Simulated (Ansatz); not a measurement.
Consider the formal loss of a carbene: `N[SiH2]CCF` → `[CH2]` (triplet) + `N[SiH2]CF`.

Computed with Ansatz on PBE0-D4/def2-TZVP structures; ΔE is electronic, products minus reactants. CCSD(T)/CBS adds triple-zeta CCSD(T) − MP2 to the extrapolated MP2 energy (def2 sets, frozen cores). This one scheme is used for every species. Triplets are unrestricted, without spin–orbit coupling. One conformer a species, not always the lowest.

| species | CCSD/CBS(def2) energy (Eh) |
| --- | --- |
| `N[SiH2]CCF` | -524.48709 |
| `[CH2]` (triplet) | -39.09164 |
| `N[SiH2]CF` | -485.22318 |

(1) Work out ΔE.

Largest T1 diagnostic among the species: 0.011.

Results:

(1) ΔE = (-39.09164) + (-485.22318) − (-524.48709) = 0.17227 Eh = +4.69 eV. CCSD(T)/CBS gives +4.80 eV.

In def2-TZVPP, CCSD(T) changes the Hartree–Fock value by +1.41 eV (the triples alone add +0.11 eV) and MP2 by +1.56 eV. The D4 term adds +0.10 eV with B3LYP and +0.05 eV with PBE0; it sums over pairs of atoms, weighted by their polarisabilities, and B3LYP, whose exchange is more repulsive, gets the larger term. From PBE to PBE0 (25 % exact exchange), in def2-TZVPP and without D4, ΔE moves by −0.05 eV.

B3LYP here is the variant with VWN-RPA as its local correlation; programs differ in this.
